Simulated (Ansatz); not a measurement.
Consider the redistribution: `P[SeH]` + `NB[SiH2]Cl` → `P[SiH2]Cl` + `NB[SeH]`.

Gas-phase electronic energies from Ansatz, PBE0-D4/def2-TZVP geometries. CCSD(T)/CBS adds triple-zeta CCSD(T) − MP2 to the extrapolated MP2 energy (def2 sets, frozen cores). Functionals use def2-TZVPP. For Se outer-core shells are correlated without core-valence functions, which leaves a few kJ/mol of doubt a bond. Scalar relativity is left out up to krypton. Each species was taken in one conformer, which may not be the lowest.

| level | ΔE (eV) |
| --- | --- |
| CAM-B3LYP-D4 | -0.80 |
| RPA@PBE/def2-TZVPP | -0.80 |

What does CCSD(T)/CBS give? (Estimate.)

Computed: -0.85 eV. The listed levels differ from it by 0.05, 0.05 eV.

Largest T1 diagnostic among the species: 0.012.

From BLYP to BHLYP (50 % exact exchange), in def2-TZVPP and without D4, ΔE moves by −0.07 eV. Leaving LDA and LC-ωPBE aside and taking each functional with its dispersion term where it has one, the values, not all of them listed here, spread over 0.14 eV, from PBE-QIDH to BLYP-D4. LDA lies −0.08 eV from PBE without D4.
